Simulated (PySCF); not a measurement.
CHCl2FOSi, SMILES F[Si](C=O)(Cl)Cl.

Geometry: r2SCAN-D4/def2-SVP. The structure was generated by enumeration, and PubChem lists no compound with its InChIKey, so it may never have been made. Other conformers were not sampled.

The numbers are results of PBE/def2-TZVP (PySCF), not measurements.

```json
{
  "total_energy": "-1423.20948 hartree",
  "highest_occupied_level": "-6.37 eV",
  "lowest_empty_level": "-3.58 eV",
  "orbital_gap": "2.79 eV",
  "dipole_moment": "0.250 e·Å",
  "quadrupole, principal values (traceless, Buckingham form, about the centre of nuclear charge)": "-8.08, 1.33, 6.75 D·Å",
  "mean_static_polarisability": "62.3 bohr³ (9.24 Å³)",
  "polarisability_principal_values": "49.0, 66.7, 71.4 bohr³"
}
```
